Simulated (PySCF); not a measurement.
## Structure from NMR data

Molecular formula: CH9NSi2. Simulated spectra:

1H NMR (400 MHz, computed): δ 5.04 (t, 2H), 4.06 (t, 3H), -0.13 (br s, 2H), -0.14 (m, 2H).

13C{1H} NMR (computed): δ -10.4 (CH2).

Method: GFN2-xTB structure, NMR shieldings at PBE0/pcSseg-1/GIAO, in PySCF 2.14.0 with density-fitted response routines (fast rotation and ring inversion assumed for equivalent nuclei, a single conformation, in vacuum, no relativistic terms).

Scale: TMS for 1H (σ = 31.72 ppm) and 13C (σ = 186.93 ppm) (reference shieldings calculated alike).

Problem. What is the structure?

Solution. 
Rings plus π bonds: 0. Carbon types of the structure: 1 × CH2, leaving 7 H on heteroatoms. δC -10.4: sp3 CH2 bonded to 2 Si; an electropositive neighbour leaves it electron-rich and shielded. δH 5.04: hydrogen on a silicon bonded to C, N. δH 4.06: hydrogen on a silicon bonded to C. δH -0.13: hydrogen on a nitrogen bonded to Si; labile proton, position sensitive to the medium. δH -0.14: hydrogen on an sp3 CH2 bonded to 2 Si; an electropositive neighbour shields it, as in TMS itself.

The compound is `C([SiH2]N)[SiH3]`.

The OH or NH signal is concentration- and solvent-dependent in practice; the value given is the gas-phase one. Shifts are as computed. Against solution values, carbons near 30 ppm lie about +3 ppm off and those near 130 ppm about +5 ppm. Of 1211 compounds with measured shifts, 218 miss one by over three times the rms of a fit or turn the order of signals round; such compounds aren't used in these exercises. Multiplicities follow the n + 1 count of equivalent neighbours, as no J values were calculated; m marks all less simple cases, F and P coupling included.
